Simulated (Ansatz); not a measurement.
Spectroscopic constants of Sb2, closed-shell singlet (the spin of the measured ground state). No spin–orbit coupling.

D_e counts from the fitted minimum to each atom's lowest state at the same level, without counterpoise. The singlet is restricted.

Correlated levels freeze the inner cores; with def2 sets outer-core shells near the valence are correlated too.

Programs: Ansatz (a program for electronic structure). Values without a source in brackets are computed. In def2 rows elements past Kr take small-core potentials, without spin–orbit coupling.

Problem. One of these levels gives 96.48 kcal/mol for the bond energy D_e. Which one is it?
A. r2SCAN/def2-TZVPP
B. PBE/def2-TZVPP
C. CCSD/def2-TZVPP
D. SVWN5/def2-TZVPP

Solution. D, SVWN5/def2-TZVPP. The others give 74.12 (PBE/def2-TZVPP), 63.34 (r2SCAN/def2-TZVPP), 50.40 (CCSD/def2-TZVPP)

Doubts at one or more of the structures used: a restricted determinant that unrestricted orbitals would lower (CCSD/def2-TZVPP).
